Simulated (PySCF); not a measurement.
## ClSeN: from structure and modes to constants

Method: PySCF, PBE0, basis Se def2-TZVP, N def2-TZVP, Cl def2-TZVP (no relativity, density fitting).

The singlet minimum has Cs symmetry. Masses (u): Se 79.91652, N 14.00307, Cl 34.96885.

```xyz
3
charge 0 multiplicity 1, angstrom
Se   -0.3757    0.0000   -0.4252
N    -1.7112    0.0000    0.4536
Cl    1.5436    0.0000    0.7896
```

Harmonic wavenumbers (cm⁻¹): 234.4 (a', ×1), 344.9 (a', ×1), 1116.8 (a', ×1).

What is the harmonic zero-point energy?

Half the sum of all 3 wavenumbers, 1696/2 = 848 cm⁻¹, which is 10.1 kJ/mol (1 cm⁻¹ = 0.0119627 kJ/mol).

Give the standard entropy (298.15 K, 1 bar) by its translational, rotational, vibrational and spin parts, and Cp.

Sackur–Tetrode with M = 128.89 u gives 169.5; rotation with symmetry number 1 gives 103.7; vibration 12.9; spin R ln 1 = 0.0. The total is 286.1 J/(mol K), and Cp = 4 R + 15.2 = 48.5 J/(mol K).

This need not be the most stable arrangement of these atoms.
